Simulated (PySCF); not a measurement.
Zn(Cl)(NH2) (ClH2NZn), SMILES [NH2][Zn][Cl].

Geometry optimised at r2SCAN-D4/def2-TZVP. Other conformers were not sampled.

These are HF/def2-TZVPD run with PySCF values and carry that method's errors.

Isolated molecule, no solvent.

- total energy: -2293.01905 hartree
- point group: Cs
- highest occupied level: -10.77 eV
- lowest empty level: 1.04 eV
- orbital gap: 11.81 eV
- dipole moment: 2.32 D
- quadrupole, principal values (traceless, Buckingham form, about the centre of nuclear charge): -10.54, 3.66, 6.87 D·Å
- mean static polarisability: 41.6 bohr³ (6.17 Å³)
- polarisability, principal values: 35.5, 36.5, 52.9 bohr³
